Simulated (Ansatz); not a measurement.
`C[SiH2]P` + `OCO` → `C[SiH2]OCO` + PH₃  (cleavage of the Si–P bond)

Isolated molecules relaxed with PBE0-D4/def2-TZVP in Ansatz; ΔE leaves out vibrations. CCSD(T)/CBS is the MP2 limit (def2-TZVPP, def2-QZVPP) plus CCSD(T) − MP2 in def2-TZVPP, frozen cores. This one scheme is used for every species. DFT in def2-TZVPP. One conformer a species, not always the lowest.

```tsv
level	ΔE (kcal/mol)
PBE	-12.4
HF/def2-TZVPP	-21.1
```

Task: What does CCSD(T)/CBS give? (Estimate.)

Result: Computed: -16.6 kcal/mol. The listed levels differ from it by 4.2, -4.5 kcal/mol.

Largest T1 diagnostic among the species: 0.013.

In def2-TZVPP, CCSD(T) changes the Hartree–Fock value by +3.9 kcal/mol (the triples alone add +0.6 kcal/mol) and MP2 by +3.7 kcal/mol. From PBE to PBE0 (25 % exact exchange), in def2-TZVPP and without D4, ΔE moves by −1.0 kcal/mol.
